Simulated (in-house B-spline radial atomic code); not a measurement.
How numerical settings move a run on As III (As2+), [Ar] 3d10 4s2 4p1. Computed with an all-electron radial atomic-structure program (B-spline basis): Dirac-Hartree-Fock, average of configuration, Fermi nucleus of rms radius 4.0968 fm.

Command:
```bash
python run_scf.py task.json out
```
Settings of the sound reference run:
```
Z                33
electrons        31
configuration    [Ar] 3d10 4s2 4p1
hamiltonian      dirac
method           hf
spin_polarised   False
nucleus          fermi
rms_radius       4.0968
mass_number      75
atomic_mass      74.92159
speed_of_light   137.036
knot_spacing     0.22
spline_order     8
gauss_points     12
box_radius       22.22
max_iterations   70
damping          0.5
damped_steps     3
diis_vectors     10
tolerance        1e-08
start            Thomas-Fermi
```

Time taken, with all properties: 1.2 s on 1 thread of Arm Neoverse V2, on a shared host.

It converges in 10 iterations to -2258.498722 hartree, with 4p3/2 at -27.4589 eV. The other runs change the listed settings, some to values that make no sense; their results aren't properties of the atom or ion. Radii are in bohr (the nuclear one in fm), a minus after a letter asks for a j subshell, and «unchanged» means within 1e-8 hartree. The run stops when the residual is below 10 × tolerance × max(1, Z/10), or a noise floor if that is larger, and the energy moves by less than 1e-8 × √|E| hartree; so very loose and very tight tolerances often act alike.

```tsv
changed settings	outcome
tolerance = 1e-06	converged in 8 iterations, energy unchanged, 4p3/2 level -5.3e-05 eV
gauss_points = 8, max_iterations = 75, diis_vectors = 4, start = bare nucleus	converged in 11 iterations, energy unchanged, 4p3/2 level +2.7e-06 eV
damping = 0.2	converged in 9 iterations, energy unchanged, 4p3/2 level -8.0e-07 eV
spin_polarised = True	stopped with error: spin polarisation is not served with the Dirac Hamiltonian
damping = 0.8	converged in 10 iterations, energy unchanged, 4p3/2 level -3.8e-07 eV
max_iterations = 2, damped_steps = 8, tolerance = 1e-05	not converged after 2 iterations, last residual 1.2e-01, last energy +3.05e-01 hartree from the reference
electrons = 32, configuration = [Ar] 3d10 4s2 4p1 3f1, max_iterations = 75	stopped with error: there is no 3f shell
knot_spacing = 0.4, box_radius = 1.33, max_iterations = 5	not converged after 5 iterations, last residual 2.5e-03, last energy +2.98e+01 hartree from the reference
electrons = 32, configuration = [Ar] 3d10 4s2 4p1 5s-1, max_iterations = 75	stopped with error: j subshells need the Dirac Hamiltonian and l > 0
damping = 0	converged in 10 iterations, energy unchanged, 4p3/2 level +4.9e-07 eV
```

Task: What happens with gauss_points = 3?

Result: Converged in 9 iterations, energy +5.93e-05 hartree from the reference, 4p3/2 level -4.4e-06 eV.

Task: What happens with knot_spacing = 0.15, first_knot = 3.03e-06, max_iterations = 100?

Result: Converged in 9 iterations, energy -1.28e-08 hartree from the reference, 4p3/2 level -2.5e-06 eV.

Task: What happens with damping = 0.95?

Result: Converged in 10 iterations, energy unchanged, 4p3/2 level -2.0e-06 eV.

Task: What happens with gauss_points = 4?

Result: Converged in 10 iterations, energy +3.58e-08 hartree from the reference.
